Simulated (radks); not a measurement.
The numbers below are computed, except where a source is named.
Numerical settings for the lead ion Pb+, [Hg] 6p1. Level of theory: Dirac Kohn-Sham, PBE, spin-unpolarised, spherical densities, finite nucleus; open shells fill j = l - 1/2 first; Fermi nuclear charge, rms radius 5.5012 fm (a radial shooting solver on a logarithmic mesh with Libxc functionals). The defaults (mesh step 0.008 in ln r, mesh end at 40 bohr or more with all orbitals vanishing there, Anderson mixing 0.5 over 9 steps, residual threshold near 1e-9 with the energy settled to 1e-9 hartree or 1e-11 of itself, here a cap of 90 iterations) give E = -20922.438 hartree and 6p1/2 at -10.938 eV in 15 iterations. Run on one thread of a shared host, so times are rough (Arm Neoverse N1): 0.24 s of CPU time, 0.24 s wall, 15 iterations on 2360 mesh points. Changes against that run (0 stands for a change within the tolerance of the run):

setting                     iterations  converged  E (mhartree)  e(6p1/2) (meV)  CPU (s)
mesh step in ln r 0.005             15        yes             0               0     0.36
mesh step in ln r 0.003             15        yes             0               0     0.59
mesh step in ln r 0.2                4         no      diverged               -     0.01
mesh end (bohr) 8                   15        yes         +0.53             +35     0.22
mesh end (bohr) 20                  15        yes             0               0     0.23
residual threshold 0.01              9        yes             0           +1.55     0.18
residual threshold 1e-05            11        yes             0         -0.0599      0.2
mixing 0.01                         24        yes             0               0     0.34
linear mixing, mixing 0.8           90         no             0           +0.16      1.2
linear mixing, mixing 0.05          90         no        +0.026           -49.6      1.1
mixing history 2                    20        yes             0               0     0.28
iteration cap 3                      3         no         +45.9            -888     0.07

No run marked as converged misses the energy by more than 1 mhartree. A mesh that ends early acts as a hard wall.
